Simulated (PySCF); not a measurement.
Removal energies of Cu¹¹⁺ from EOM-IP-GCCSD

Reference: closed-shell Cu¹¹⁺, [Ar]; one electron is removed. Calculated with PySCF 2.14, two-component X2C-1e with screened spin-orbit coupling, an even-tempered Gaussian basis (19 s from 0.23 bohr⁻², ratio 2.6; 14 p from 0.3 bohr⁻², ratio 2.6; 6 d from 0.31 bohr⁻², ratio 2.8; 3 f from 9.5 bohr⁻², ratio 2.8); frozen [Ne]; the 58 highest virtual spinors dropped; of the others 50 kept and the rest restored at second order. No Breit or QED terms. Binding energies in eV.

```json
{"level": "3s1/2", "Koopmans": "422.60", "second order": "415.06", "EOM-CCSD": "412.54"}
{"level": "3p1/2", "Koopmans": "370.66", "second order": "370.57", "EOM-CCSD": "370.67"}
{"level": "3p3/2", "Koopmans": "366.93", "second order": "366.90", "EOM-CCSD": "367.01"}
```

In EOM-CCSD the overlap with the one-orbital guess is low for 3s1/2 (weight 0.79). That can mean mixing with two-hole, one-particle states, where second order and EOM-CCSD lose accuracy, or only a rotation among the degenerate components of the shell; the terms of those configurations are not listed.

For comparison, the ionisation energy of Cu¹¹⁺ is 367 ± 0.9 eV (semi-empirical (NIST evaluation); NIST Atomic Spectra Database, ionization energies).
